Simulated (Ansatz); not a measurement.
Compare A (`S[SiH]1[CH2][GeH2]1`) with its isomer B (`[SiH3][GeH]1[CH2][S]1`).

Program: Ansatz. Geometries: PBE0-D4/def2-TZVP. ΔE: electronic, gas phase. CCSD(T)/CBS adds triple-zeta CCSD(T) − MP2 to the extrapolated MP2 energy (def2 sets, frozen cores). Functionals use def2-TZVPP. B3LYP here is the variant with VWN-RPA as its local correlation; programs differ in this. For Ge outer-core shells are correlated without core-valence functions, which leaves a few kJ/mol of doubt a bond. Scalar relativity is left out up to krypton. Each species was taken in one conformer, which may not be the lowest.

**Question.** Which is lower in electronic energy at CCSD(T)/CBS, and by how much? (An estimate is asked.)

**Answer.** The calculation gave: A, by 0.1 kcal/mol. So small a gap doesn't settle the order.

**Question.** Give E(B) − E(A) in kcal/mol with PBE-D4, B2PLYP, B3LYP-D4, r2SCAN-D4, MP2/def2-TZVPP, B3LYP, CCSD/def2-TZVPP. (An estimate is asked.)

**Answer.** The calculation gave: PBE-D4 1.1, B2PLYP -0.2, B3LYP-D4 0.2, r2SCAN-D4 1.8, MP2/def2-TZVPP -0.4, B3LYP -0.1, CCSD/def2-TZVPP 0.2. The order is the other way round with B2PLYP, MP2/def2-TZVPP.

Largest T1 diagnostic: 0.013.

In def2-TZVPP, CCSD(T) changes the Hartree–Fock value by +1.3 kcal/mol (the triples alone add −0.2 kcal/mol) and MP2 by +0.9 kcal/mol.
